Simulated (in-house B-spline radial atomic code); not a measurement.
A calculation on Ca³⁺: its settings, and results tabulated from the run. Level of theory: scalar-relativistic (X2C) Hartree-Fock, spin-polarised, averaged over the determinants with the given up and down occupations, Fermi nucleus of rms radius 3.4776 fm, inside a hard spherical wall at 1.51 bohr; calculated with an all-electron radial atomic-structure program (B-spline basis).

Command:
```bash
python run_scf.py task.json out
```
Settings (nuclear radius in fm, mass in u):
```
Z                20
configuration    [Ne] 3s2 3p5
hamiltonian      x2c
method           hf
spin_polarised   True
nucleus          fermi
rms_radius       3.4776
atomic_mass      39.96259
speed_of_light   137.035999084
wall_radius      1.51
```

Output (hartree, bohr):
```
 radial grid: 58 intervals, B-splines of order 8, outer radius 1.51 bohr

 iter        energy (Eh)    residual
    1       -666.7287258    2.81e-01
    2       -667.0732530    3.43e-02
    3       -667.0780058    1.47e-02
    4       -667.0788629    6.36e-03
    5       -667.0790515    9.29e-04
    6       -667.0790563    4.99e-05
    7       -667.0790563    2.78e-06
    8       -667.0790563    1.34e-07

 total energy                     -667.079056
 kinetic                            722.51636
 electron-nucleus                 -1645.59604
 electron-electron                  256.00062

 orbital      occ     eigenvalue          <r>       <r^2>       <1/r>     <1/r^2>       <r^4>       r_max
 1s up      1.000     -148.82949    0.0765954  0.00790685     19.8996     827.574 0.000162374     0.05006
 1s down    1.000     -148.78048    0.0765721  0.00790139      19.904     827.865 0.000162112     0.05005
 2s up      1.000      -16.29288     0.365078    0.158092     4.06008     71.7115   0.0445552      0.3001
 2s down    1.000      -16.25232     0.364742    0.157651     4.05948     71.6153    0.044109      0.3003
 2p up      3.000      -12.91023     0.330413    0.135116     3.91934     21.3406   0.0378847      0.2485
 2p down    3.000      -12.83307     0.332662    0.137191     3.89879      21.147   0.0393262      0.2495
 3s up      1.000       -1.42160     0.859698    0.815578     1.64801     17.2553    0.849037      0.8913
 3s down    1.000       -1.18319     0.860982     0.81752     1.64117     17.0523    0.852245      0.8921
 3p up      3.000       -0.26299     0.851633    0.807264     1.59011     5.27961    0.842298      0.8931
 3p down    2.000       -0.14980     0.849965    0.805799     1.60395     5.40096    0.841783      0.8941
```

Time taken, with all properties: 0.09 s on 1 thread of Arm Neoverse V2, on a shared host.
